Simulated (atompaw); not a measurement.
# Plane-wave convergence, PAW (atompaw) potential for Al

aluminium (Al), PAW, made with atompaw 4.2.0.5 (PBE, scalar-relativistic). Core [Ne], reference 3s2 3p1. Waves: 3s (bound): rc 1.95 bohr; 3s channel at 1.6 Ry: rc 1.95 bohr; 3p (bound): rc 2.60 bohr; 3p channel at 0.15 Ry: rc 2.70 bohr; 3d channel at 0.25 Ry: rc 2.70 bohr. Local part: bessel scheme, radius 1.80 bohr. Core correction: smooth core density matched at 2.70 bohr. Augmentation charge: besselshape compensation charge, radius 2.65 bohr; PAW radius 2.70 bohr; waves and projectors: custom polynom vanderbiltortho.

The pseudo-atom Hamiltonian at the reference potential is diagonalised in spherical Bessel functions j_l(qr) that vanish at 20 bohr, with q² up to the cutoff. All-electron valence levels (Ry): 3s -0.5698, 3p -0.1993.

Problem. How do the lowest levels (Ry) of each channel move with the cutoff, and are there ghosts?

Solution.

```csv
cutoff (Ry),s #1,s #2,p #1,p #2,d #1,d #2,f #1,Σ f·Δε (mRy)
8,-0.5658,-0.0227,-0.1993,0.0242,0.0452,0.1250,0.1021,8.1
10,-0.5682,-0.0229,-0.1993,0.0242,0.0452,0.1249,0.1021,3.3
12,-0.5693,-0.0230,-0.1993,0.0242,0.0452,0.1249,0.1021,1.1
15,-0.5697,-0.0231,-0.1993,0.0242,0.0452,0.1249,0.1021,0.3
18,-0.5697,-0.0231,-0.1993,0.0242,0.0452,0.1249,0.1021,0.2
21,-0.5697,-0.0231,-0.1993,0.0242,0.0452,0.1249,0.1021,0.2
400,-0.5698,-0.0231,-0.1993,0.0242,0.0452,0.1249,0.1021,0.0
```

Result: no extra level below or beside the all-electron valence levels (s, p, d, f tested); 10 mRy is reached at 8 Ry and 1 mRy at 15 Ry.
